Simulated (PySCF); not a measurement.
HClSi, triplet, at a GFN2-xTB geometry (the spin is typed, not shown lowest). Base run: B3LYP/def2-TZVP (PySCF).

The PySCF input:
```python
from pyscf import gto, scf, dft, solvent

mol = gto.Mole()
mol.atom = '''
    Si    0.86727917   -0.23515425    0.57326676
    H     2.08228897   -0.46899386   -0.18104711
    Cl   -0.83671749    0.22124431   -0.46145220
'''
mol.basis = 'def2-tzvp'
mol.spin = 2
mol.verbose = 4
mol.build()

mf = dft.UKS(mol)
mf.xc = 'b3lyp'
mf.kernel()
```

The base run was repeated with changes; each row names its change, and settings that it needs were set with it.

```
change                                                   ΔE vs base (kJ/mol)  dipole (D)
-------------------------------------------------------  -------------------  ----------
base                                                                    0.00        0.90
model = COSMO; solvent = methanol                                      -2.71        1.23
model = IEF-PCM; solvent = methanol; vdw_scale = 1.0                   -6.14        1.40
model = ddCOSMO; solvent = methanol                                    -3.08        1.26
model = IEF-PCM; solvent = methanol; lebedev_order = 41                -2.72        1.23
model = IEF-PCM; solvent = methanol                                    -2.71        1.23
model = IEF-PCM; solvent = n-hexane                                    -0.97        1.01
model = IEF-PCM; solvent = methanol; vdw_scale = 1.1                   -3.95        1.31
model = IEF-PCM; solvent = methanol; r_probe = 0.5                     -1.18        1.08
model = IEF-PCM; solvent = methanol; lebedev_order = 11                -2.72        1.23
model = C-PCM; solvent = methanol                                      -2.76        1.24
model = IEF-PCM; solvent = 2-propanol                                  -2.62        1.22
```

The base is the gas phase, so ΔE is the electrostatic part of solvation at a fixed geometry, without cavity and dispersion terms.

Open shells are given as the SCF converged; they aren't shown to be the lowest states, and a large step between rows can be another state.
